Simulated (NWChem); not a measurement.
System: Si2NH3F4; SMILES F[SiH](F)N[SiH](F)F

The following NWChem deck was run.

```
start job
memory heap 200 mb stack 900 mb global 1100 mb
geometry units angstroms noautosym nocenter noautoz
  Si    -1.443565     0.408057     0.009764
  F     -2.541085     0.437225    -1.170337
  F     -2.114605    -0.428738     1.211600
  N     -0.069464    -0.403989    -0.632178
  Si     1.544775    -0.344428    -0.065452
  F      1.463951     0.428943     1.346997
  F      2.488830     0.539951    -1.024871
  H     -1.154211     1.764618     0.495857
  H     -0.265574    -1.006875    -1.429260
  H      2.188660    -1.660695     0.083907
end
basis spherical
  * library def2-svp
end
dft
  xc xpbe96 cpbe96
  iterations 150
end
cosmo
  do_cosmo_smd true
  solvent water
end
task dft energy
```

The geometry was optimised at PBE0/def2-SVP. Solvent: water.

Level: PBE/def2-SVP with SMD (1 M gas to 1 M solution), gas-phase geometry. Reactions with the solvent are ignored.

Problem. What results follow from this input? (PBE/def2-SVP, SMD on the gas-phase geometry.) Quantities: solvation free energy (kcal/mol); cavity-dispersion-structure term (kcal/mol); dipole in solution (D).

Solution. 
| Item | Result |
|---|---|
| solvation free energy (kcal/mol) | -0.9 |
| cavity-dispersion-structure term (kcal/mol) | 4.8 |
| dipole in solution (D) | 2.22 |
